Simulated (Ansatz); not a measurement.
Cost and result up the ladder for K₄H₄ (the lowest singlet isomer of a short search) (8 atoms). The state is a singlet with charge 0. Geometry: r2SCAN-D4/def2-SVP.

```xyz
8

K     0.7068    1.9400   -1.0555
K    -2.2442    0.1926    0.5493
K     0.2948   -1.8064   -1.4241
K     1.2425   -0.3265    1.9305
H    -0.2853    1.7493    1.3790
H     2.1733   -0.1868   -0.5318
H    -1.2035    0.3165   -1.8694
H    -0.6844   -1.8787    1.0220
```

Ansatz on 4 threads of Arm Neoverse V2 on a shared host. Times are rough, and most runs start from the orbitals of an earlier one. ωB97M-V/def2-TZVP serves as the yardstick here, not as an exact answer. Differences are given only for rows in sets of like size (and for xTB, whose basis is part of the method), since another set adds its own error. Binding counts from free atoms at the same level (K doublet, H doublet; other spins of the atoms weren't run), without zero-point energy or a counterpoise term.

HSE06 is defined as in plane-wave codes, on full-range PBE exchange. Correlated methods freeze 20 core orbitals; core or outer-core shells of K are correlated, in sets that lack core-valence functions. The structure comes from a short search, and lower isomers may exist.

Correlated methods converge slowly with the basis.

```tsv
level	functions	wall time	binding energy per atom (eV)	difference from ωB97M-V/def2-TZVP (eV)
MP2/def2-TZVP	156	1.7 s	1.29	-0.30
PBE-D4/def2-SVP	116	2 s	1.46	–
PBE0-D4/def2-SVP	116	2.6 s	1.46	–
PBE-D4/def2-TZVP	156	2.6 s	1.47	-0.12
BLYP-D4/def2-TZVP	156	2.7 s	1.53	-0.07
PBE-D4/def2-TZVPD	180	3.1 s	1.48	-0.12
HSE06-D4/def2-TZVP	156	3.3 s	1.46	-0.13
PBE0-D4/def2-TZVP	156	3.3 s	1.47	-0.12
PBE0-D4/def2-TZVPD	180	4.2 s	1.47	-0.12
r2SCAN-D4/def2-TZVP	156	5.5 s	1.52	-0.07
r2SCANh-D4/def2-TZVP	156	6.5 s	1.52	-0.08
r2SCAN-D4/def2-TZVPD	180	7.5 s	1.52	-0.07
ωB97M-V/def2-TZVP (with forces)	156	18 s	1.59	0.00
CCSD(T)/def2-TZVPP	188	66 s	1.48	-0.12
```
